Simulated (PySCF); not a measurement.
Species: C₉H₉FO₂.
Structure used (PBE0-D3(BJ)/def2-SVP), in Å, numbered top down from 1:
```
atom  x, y, z in Å
C1    -4.2067    0.2389   -0.8604
C2    -3.2783   -0.0592    0.2876
O3    -1.9431   -0.0530   -0.2109
C4    -0.9768   -0.2746    0.6861
O5    -1.1940   -0.4711    1.8564
C6     0.3797   -0.2504    0.0811
C7     1.4738   -0.4727    0.9247
C8     2.7670   -0.4634    0.4189
C9     2.9506   -0.2296   -0.9403
F10    4.1851   -0.2212   -1.4316
C11    1.8801   -0.0056   -1.8003
C12    0.5898   -0.0169   -1.2827
H13   -5.2500    0.2328   -0.5123
H14   -3.9933    1.2276   -1.2929
H15   -4.1042   -0.5147   -1.6552
H16   -3.3621    0.6869    1.0940
H17   -3.4845   -1.0413    0.7432
H18    1.2832   -0.6526    1.9846
H19    3.6374   -0.6343    1.0546
H20    2.0743    0.1734   -2.8592
H21   -0.2679    0.1554   -1.9341
```

Computed, not measured: PBE0-D3(BJ)/def2-SVP geometry optimisation, gas phase in PySCF 2.14.0.

Take the most abundant isotopes and a rigid rotor. The values belong to one conformer with, in the numbering `[CH3:1][CH2:2][O:3][C:4](=[O:5])[c:6]1[cH:7][cH:8][c:9]([F:10])[cH:11][cH:12]1`, C1–C2–O3–C4 179°, C2–O3–C4–O5 0°, O3–C4–C6–C7 180°.

**Question.** Give the principal moments of inertia and the rotational constants in GHz.

**Answer.** Ia = 193.37, Ib = 1165.85, Ic = 1352.85 u·Å²; 505379 MHz·u·Å²/I gives 2614, 433.5 and 373.6 MHz, that is A = 2.6135, B = 0.4335, C = 0.3736 GHz.

**Question.** Classify the top.

**Answer.** A near-prolate asymmetric top; Ray's κ = -0.946.

**Question.** What does the inertial defect say?

**Answer.** Not planar: Δ = Ic − Ia − Ib = -6.37 u·Å². For a rigid frame Δ = −2 Σ m c², so Σ m c² = 3.18 u·Å² lies off the ab plane: 3.18 from hydrogen and 0.01 from heavier atoms. The atom farthest from that plane is 0.92 Å away.

**Question.** Give the other two planar moments, Paa and Pbb, and the rms extents of the mass along the axes.

**Answer.** Paa = Σ m a² = (Ib + Ic − Ia)/2 = 1162.66 and Pbb = Σ m b² = (Ia + Ic − Ib)/2 = 190.19 u·Å². With the mass M = 168.06 u, the rms extents √(P/M) along a, b and c are 2.63, 1.06, 0.14 Å.

**Question.** Where do the levels up to J = 3 lie, in K?

**Answer.** Above 0(0,0), as E/k:
J = 1: 1(0,1) 0.039, 1(1,1) 0.143, 1(1,0) 0.146
J = 2: 2(0,2) 0.116, 2(1,2) 0.218, 2(1,1) 0.227, 2(2,1) 0.540, 2(2,0) 0.541
J = 3: 3(0,3) 0.232, 3(1,3) 0.330, 3(1,2) 0.347, 3(2,2) 0.657, 3(2,1) 0.657, 3(3,1) 1.187, 3(3,0) 1.187
Those of J = 1 are B + C, A + C and A + B.

**Question.** Which lines would a microwave search look for?

**Answer.** The dipole components are |μa| = 1.06 D, |μb| = 1.66 D, |μc| = 0.01 D. The squared components, which scale the intensities, stand as 0.41 : 1.00 : 0.00 (a : b : c). Some lines, for components of 0.1 D or more:

```
type  branch         J(Ka,Kc)    MHz  lower level (cm⁻¹)
   a       Q  4(1,3) ← 4(1,4)    599               0.333
   b       Q  2(1,1) ← 2(0,2)   2301               0.081
   a       R  4(1,4) ← 3(1,3)   3106               0.229
   a       R  5(0,5) ← 4(0,4)   4011               0.269
   a       R  5(4,2) ← 4(4,1)   4038               1.449
   a       R  5(4,1) ← 4(4,0)   4038               1.449
   a       R  5(3,3) ← 4(3,2)   4039               0.933
   a       R  5(1,4) ← 4(1,3)   4180               0.353
   b       R  5(1,5) ← 4(0,4)   5806               0.269
   b       R  3(3,1) ← 2(2,0)  13471               0.376
   b       R  4(3,2) ← 3(2,1)  14275               0.457
   b       Q  5(4,2) ← 5(3,3)  15466               1.068
   b       R  4(4,0) ← 3(3,1)  18698               0.825
```

Stationary, but not proved a minimum. No vibrational averaging or centrifugal distortion is included, and the geometry carries the error of its method. A rigid rotor knows nothing of internal rotation, which can split or shift real lines.
